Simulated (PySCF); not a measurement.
SnF3, SMILES [Sn]([F])([F])[F], multiplicity 2. Geometry: B3LYP-D3(BJ)/def2-SVP. The multiplicity is an assumed one; other spin states were not compared. The isomer is the one that the SMILES or the coordinates give; other isomers of the formula were not compared. The def2 effective core potentials stand for the cores of Sn; spin–orbit coupling is left out.

### Question
Give the equilibrium geometry at B3LYP-D3(BJ)/def2-SVP (PySCF confirms it by a frequency run) as Cartesian coordinates in Å, and its point group. (The exact figures need the calculation; the answer reports its results.)

### Answer
point group C3v.
```xyz
4

Sn     0.0000     0.0000     0.2655
F      1.5527     0.8964    -0.4917
F      0.0000    -1.7929    -0.4917
F     -1.5527     0.8964    -0.4917
```
Charge 0, spin multiplicity 2.
